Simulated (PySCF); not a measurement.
A calculated (wB97M-V, PySCF 2.14, def2-QZVPPD, no relativity, point nucleus) atom or ion has these occupied shells.

| shell | electrons | orbital energy (eV) | rms radius, mean of both spins (bohr) |
| --- | --- | --- | --- |
| 1s α | 1 | -758.51 | 0.204 |
| 1s β | 1 | -756.11 | 0.204 |
| 2s α | 1 | -99.124 | 0.959 |
| 2s β | 1 | -93.190 | 0.959 |
| 2p α | 2 | -80.675 | 0.909 |

Q: Name the element and its charge.

A: F³⁺ (fluorine, charge +3), in [He] 2s2 2p2, high-spin 3P determinant.
